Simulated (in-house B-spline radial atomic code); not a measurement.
# Hg III (Hg2+): [Kr] 4d10 4f14 5s2 5p5 5d9 5g1 6f1 (an excited or competing configuration)

All numbers are computed (Dirac-Hartree-Fock, average of configuration; Fermi nucleus of rms radius 5.4648 fm) with a radial B-spline atomic code at the basis-set limit, not measured.

Screening seen three ways: the hydrogenic charge with the same mean radius, Z_r = [3n² - l(l+1)]/(2<r>), the one with the same energy, Z_e = n√(-2ε), and Slater's rules. Values are occupation-weighted means over j. An effective charge above Z reflects the relativistic contraction of the inner shells.

```json
{"shell": "1s", "electrons": "2", "ε (eV)": "-83702", "<r> (bohr)": "0.01659", "Z_r": "90.41", "Z_e": "78.43", "Slater": "79.70"}
{"shell": "2s", "electrons": "2", "ε (eV)": "-15020", "<r> (bohr)": "0.06922", "Z_r": "86.68", "Z_e": "66.45", "Slater": "75.85"}
{"shell": "2p", "electrons": "6", "ε (eV)": "-13083", "<r> (bohr)": "0.06275", "Z_r": "79.68", "Z_e": "62.02", "Slater": "75.85"}
{"shell": "3s", "electrons": "2", "ε (eV)": "-3668.5", "<r> (bohr)": "0.1798", "Z_r": "75.09", "Z_e": "49.26", "Slater": "68.75"}
{"shell": "3p", "electrons": "6", "ε (eV)": "-3091.5", "<r> (bohr)": "0.1809", "Z_r": "69.11", "Z_e": "45.22", "Slater": "68.75"}
{"shell": "3d", "electrons": "10", "ε (eV)": "-2424.3", "<r> (bohr)": "0.1651", "Z_r": "63.59", "Z_e": "40.05", "Slater": "58.85"}
{"shell": "4s", "electrons": "2", "ε (eV)": "-879.96", "<r> (bohr)": "0.3991", "Z_r": "60.14", "Z_e": "32.17", "Slater": "52.25"}
{"shell": "4p", "electrons": "6", "ε (eV)": "-685.45", "<r> (bohr)": "0.4234", "Z_r": "54.32", "Z_e": "28.39", "Slater": "52.25"}
{"shell": "4d", "electrons": "10", "ε (eV)": "-436.61", "<r> (bohr)": "0.448", "Z_r": "46.87", "Z_e": "22.66", "Slater": "40.85"}
{"shell": "5s", "electrons": "2", "ε (eV)": "-181.15", "<r> (bohr)": "0.9076", "Z_r": "41.32", "Z_e": "18.24", "Slater": "22.70"}
{"shell": "4f", "electrons": "14", "ε (eV)": "-165.23", "<r> (bohr)": "0.4789", "Z_r": "37.59", "Z_e": "13.94", "Slater": "29.45"}
{"shell": "5p", "electrons": "5", "ε (eV)": "-126.86", "<r> (bohr)": "1.026", "Z_r": "35.59", "Z_e": "15.27", "Slater": "22.70"}
{"shell": "5d", "electrons": "9", "ε (eV)": "-56.871", "<r> (bohr)": "1.325", "Z_r": "26.03", "Z_e": "10.22", "Slater": "10.20"}
{"shell": "6f", "electrons": "1", "ε (eV)": "-6.2693", "<r> (bohr)": "7.779", "Z_r": "6.17", "Z_e": "4.07", "Slater": "3.00"}
{"shell": "5g", "electrons": "1", "ε (eV)": "-5.5841", "<r> (bohr)": "7.683", "Z_r": "3.58", "Z_e": "3.20", "Slater": "-"}
```

The least bound orbital is 5g7/2 at -5.584 eV, while the most diffuse is 6f5/2 (<r> = 7.782 bohr against 7.684 bohr): energy order and size order differ.

Spin-orbit splittings of the orbital energies (j = l + 1/2 above j = l - 1/2 when positive): 2p 1951 eV, 3p 437.9 eV, 3d 92.96 eV, 4p 107.1 eV, 4d 20.22 eV, 4f 4.369 eV, 5p 19.34 eV, 5d 2.361 eV, 6f -0.007473 eV, 5g -0.0005605 eV.

For the 1s electron the small component carries 9.25 % of the norm, the zero-frequency Breit interaction raises the level by 315.8 eV, self-energy by 203 eV, and vacuum polarisation lowers it by 42.02 eV.
